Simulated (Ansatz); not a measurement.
`O[Si](O)(F)[SiH2]F` + `C[SiH2]F` → `F[SiH2]C[SiH2]F` + `O[SiH](O)F`  (formal exchange of groups at the Si–Si bond)

Computed with Ansatz on PBE0-D4/def2-TZVP structures; ΔE is electronic, products minus reactants. CBS: MP2 limit from def2 TZ/QZ plus the TZ coupled-cluster correction, frozen cores. This one scheme is used for every species. Functionals use def2-TZVPP. B3LYP here is the variant with VWN-RPA as its local correlation; programs differ in this. Each species was taken in one conformer, which may not be the lowest.

`O[Si](O)(F)[SiH2]F`:

```xyz
10

O     0.671    1.818    0.167
Si    0.522    0.220    0.467
O     1.896   -0.514    0.010
F     0.270    0.052    2.038
Si   -1.217   -0.840   -0.689
F    -2.585   -0.064   -0.349
H     0.092    2.427    0.630
H     2.736   -0.076    0.166
H    -1.380   -2.258   -0.283
H    -1.005   -0.766   -2.157
```

`C[SiH2]F`:

```xyz
8

C    -0.796    0.237   -0.529
Si    0.724   -0.215    0.431
F     0.397   -0.161    2.001
H    -1.133    1.245   -0.277
H    -0.585    0.208   -1.601
H    -1.611   -0.460   -0.324
H     1.173   -1.595    0.121
H     1.832    0.741    0.178
```

`F[SiH2]C[SiH2]F`:

Z-matrix (Å, degrees):
```
Si
C 1 1.856
F 1 1.602 2 109.0
H 1 1.483 2 111.2 3 -118.3
H 1 1.483 2 111.2 3 118.3
Si 2 1.856 1 116.7 3 179.8
H 2 1.097 1 108.1 3 57.8
H 2 1.096 1 108.1 3 -58.2
F 6 1.602 2 109.0 1 179.9
H 6 1.483 2 111.2 1 61.5
H 6 1.483 2 111.2 1 -61.8
```

`O[SiH](O)F`:

```xyz
7

O    -0.987   -0.931    0.088
Si   -0.034    0.385   -0.030
O     1.315    0.129    0.829
F     0.286    0.618   -1.576
H    -1.647   -1.081   -0.590
H    -0.647    1.622    0.471
H     1.713   -0.742    0.809
```

```json
{"level": "LDA (SPW92)", "ΔE (kJ/mol)": "-21.6", "difference from CCSD(T)/CBS": "11.6"}
{"level": "BLYP-D4", "ΔE (kJ/mol)": "-17.4", "difference from CCSD(T)/CBS": "15.8"}
{"level": "B2PLYP", "ΔE (kJ/mol)": "-30.1", "difference from CCSD(T)/CBS": "3.1"}
{"level": "revPBE", "ΔE (kJ/mol)": "-13.3", "difference from CCSD(T)/CBS": "19.9"}
{"level": "B3LYP", "ΔE (kJ/mol)": "-23.4", "difference from CCSD(T)/CBS": "9.8"}
{"level": "r2SCAN0", "ΔE (kJ/mol)": "-30.9", "difference from CCSD(T)/CBS": "2.3"}
{"level": "RPA@PBE/def2-TZVPP", "ΔE (kJ/mol)": "-34.2", "difference from CCSD(T)/CBS": "-1.0"}
{"level": "MP2/def2-SVP", "ΔE (kJ/mol)": "-40.3", "difference from CCSD(T)/CBS": "-7.1"}
{"level": "CCSD(T)/def2-SVP", "ΔE (kJ/mol)": "-34.1", "difference from CCSD(T)/CBS": "-0.9"}
{"level": "CCSD(T)/def2-TZVPP", "ΔE (kJ/mol)": "-34.2", "difference from CCSD(T)/CBS": "-1.0"}
{"level": "CCSD(T)/CBS", "ΔE (kJ/mol)": "-33.2", "difference from CCSD(T)/CBS": "0"}
```

Largest T1 diagnostic among the species: 0.012.

Leaving LDA and LC-ωPBE aside and taking each functional with its dispersion term where it has one, the values, not all of them listed here, spread over 20.1 kJ/mol, from ωB97M-V to revPBE-D4. LDA lies −6.2 kJ/mol from PBE without D4. From r2SCAN to r2SCAN0 (25 % exact exchange), in def2-TZVPP and without D4, ΔE moves by −3.7 kJ/mol.
